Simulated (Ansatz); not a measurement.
```yaml
crystal:
  periodic: [false, false, false]
  atoms:
    - {symbol: B, position_ang: [0.815864, 1.078288, 1.048698]}
    - {symbol: N, position_ang: [0.066236, 0.183349, 0.204166]}
    - {symbol: C, position_ang: [-1.296307, -0.254612, 0.544627]}
    - {symbol: Ge, position_ang: [0.754572, -0.573495, -1.291628]}
    - {symbol: H, position_ang: [1.917413, 1.342656, 0.708402]}
    - {symbol: H, position_ang: [0.225225, 1.507503, 1.985898]}
    - {symbol: H, position_ang: [-1.656066, 0.242510, 1.531188]}
    - {symbol: D, position_ang: [-1.414370, -1.373586, 0.756568]}
    - {symbol: H, position_ang: [-1.995775, 0.049968, -0.237460]}
    - {symbol: H, position_ang: [0.739051, -2.016328, -1.222001]}
    - {symbol: H, position_ang: [2.146313, -0.021032, -1.499807]}
    - {symbol: H, position_ang: [-0.181738, -0.197669, -2.447952]}
basis:
  gaussian: {orbitals: STO-3G}
hamiltonian: {xc: {name: wB97X-V}}
output: {forces: true}
```

```sh
$ ansatz run in.yaml --threads 2 --pin off --events-out ev --progress --plain --max-ram 31744MiB --backend cpu
```

Output, abridged:

```
Error: YAML parse error: error: line 11 column 16: `D` is not an element symbol (H … Og, case-exact)
 9 |     - {symbol: H, position_ang: [0.225225, 1.507503, 1.985898]}
10 |     - {symbol: H, position_ang: [-1.656066, 0.242510, 1.531188]}
11 |     - {symbol: D, position_ang: [-1.414370, -1.373586, 0.756568]}
12 |     - {symbol: H, position_ang: [-1.995775, 0.049968, -0.237460]}
13 |     - {symbol: H, position_ang: [0.739051, -2.016328, -1.222001]}
```

Problem. What is wrong with this run?

Solution. An element symbol is wrong. The input was rejected before any iteration.
